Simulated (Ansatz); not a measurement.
`C=C[SiH](C)F` + PH₃ → `C[SiH](F)P` + `C=C` at 700 K and 1 bar (ligand exchange at the Si–C bond).

Program: Ansatz. Geometries: PBE0-D4/def2-TZVP. ΔE: electronic, gas phase. CCSD(T)/CBS is the MP2 limit (def2-TZVPP, def2-QZVPP) plus CCSD(T) − MP2 in def2-TZVPP, frozen cores. This one scheme is used for every species. Each species was taken in one conformer, which may not be the lowest.

```
       species  CCSD(T)/CBS energy (Eh)  H − E (kJ/mol)  S (J/(mol·K))
`C=C[SiH](C)F`               -507.30538           321.6          471.3
           PH₃               -342.72256            91.5          248.3
  `C[SiH](F)P`               -771.55123           249.5          453.4
         `C=C`                -78.48111           168.9          268.4
```

H − E and S are ideal-gas, rigid-rotor, harmonic terms from PBE0-D4/def2-TZVP, for one conformer and one mirror image of each species. 1 Eh = 2625.50 kJ/mol, R = 8.31446 J/(mol·K).

By hand: ΔE, ΔH, ΔS and ΔG.

ΔE = (-771.55123) + (-78.48111) − (-507.30538) − (-342.72256) = -0.00440 Eh = -11.6 kJ/mol. Δ(H − E) = 249.5 + 168.9 − 321.6 − 91.5 = 5.3, so ΔH = -6.3 kJ/mol. ΔS = 453.4 + 268.4 − 471.3 − 248.3 = 2.2 J/(mol·K). ΔG = -6.3 − 700 × (2.2)/1000 = -7.8 kJ/mol.

By hand: the equilibrium constant, and the temperature at which ΔG would vanish if ΔH and ΔS stayed fixed.

log₁₀ K = −ΔG/(RT ln 10) = 0.6. ΔH and −TΔS have one sign here, so there is no such temperature. One of them is within its doubt of zero, so this could turn.

The number of gas molecules stays the same, so ΔS is small and ΔH decides. A doubt of 5 kJ/mol in ΔE shifts log₁₀ K by 0.4 here. Other conformers and mirror images would add mixing entropy, several J/(mol·K) or more a flexible species. These are equilibria of isolated gas molecules and say nothing of rates. Largest T1 diagnostic: 0.013 (customary marks: 0.02 for closed shells, 0.045 for open ones).
